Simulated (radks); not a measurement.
Problem. Spherical quantum dot in the effective-mass picture: electrons in a parabolic well V = omega^2 r^2 / 2 with omega = 0.0701, with a point charge +1 (a donor) at the centre, all in effective atomic units (hartree* = m*/eps^2 hartree, bohr* = eps/m* bohr), one dielectric constant everywhere. Method: non-relativistic Kohn-Sham, exchange-only LDA, spin-polarised, spherical densities; computed with a radial shooting solver with Libxc functionals. Levels are named by radial order and angular momentum (1s, 1p, 1d, 2s, ...), and open shells are averaged over m. Results are scaled to m* = 0.157 and eps = 5.1, for which hartree* = 164.3 meV and bohr* = 1.719 nm. At N = 26 the configuration is 1s2 1p(up 3, down 0) 1d(up 5, down 0) 2s(up 1, down 0) 1f(up 7, down 0) 2p(up 3, down 0) 1g(up 5, down 0). Does electron 27 go into 2d up or 1g up or 3s up?

Solution. Into 1g up. The total energies of the other choices lie higher by 0.470 meV (3s up), 3.95 meV (2d up).
